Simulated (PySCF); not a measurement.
# Two-dimensional NMR puzzle

Compound of formula C7H5O3P. Correlations simulated from computed shifts and the bond graph:

HSQC (one-bond C–H):
```tsv
δH	δC
7.96	148.0
4.09	53.8
3.14	93.4
```

HMBC (two and three bonds, from the bond graph):
```tsv
δH	δC
7.96	192.1, 150.9, 78.6
4.09	167.4
3.14	150.9, 78.6
```

Carbons without hydrogens: δ 192.1, 167.4, 150.9, 78.6.

- structure optimised with GFN2-xTB
- shieldings: GIAO PBE0/pcSseg-1
- code: PySCF 2.14.0 with density-fitted response routines
- no solvent, relativity neglected, rapidly exchanging positions averaged, single conformer

δ = σ(ref) − σ, references computed at the same level: TMS for 1H, 13C.

Exchangeable hydrogens are left out of these lists.

Problem. Assemble the structure.

Solution. SMILES C#Cc1cpc(C(=O)OC)o1.

Atom-mapped SMILES (the numbers label the heavy atoms): `[CH:1]#[C:2][c:3]1[cH:4][p:5][c:6]([C:7](=[O:8])[O:9][CH3:10])[o:11]1` (H(Xn): hydrogen on atom n).

- δC 192.1 is C6, a substituted aromatic carbon next to the ring oxygen.
- δC 167.4 is C7, an ester carbonyl carbon.
- δC 150.9 is C3, a substituted aromatic carbon next to the ring oxygen.
- δC 148.0 is C4, an aromatic CH (δH 7.96).
- δC 93.4 is C1, a terminal alkyne carbon (δH 3.14).
- δC 78.6 is C2, an alkyne carbon.
- δC 53.8 is C10, a methyl carbon bonded to O (δH 4.09).
- HMBC from δH 7.96 reaches the proton-free carbons C6, C3, C2.
- HMBC from δH 4.09 reaches the proton-free carbon C7.
- HMBC from δH 3.14 reaches the proton-free carbons C3, C2.

This is the structure that produced the data.

Shifts are as computed. Against solution values, carbons near 30 ppm lie about +3 ppm off and those near 130 ppm about +5 ppm. Of 1211 compounds with measured shifts, 218 miss one by over three times the rms of a fit or turn the order of signals round; such compounds aren't used in these exercises.
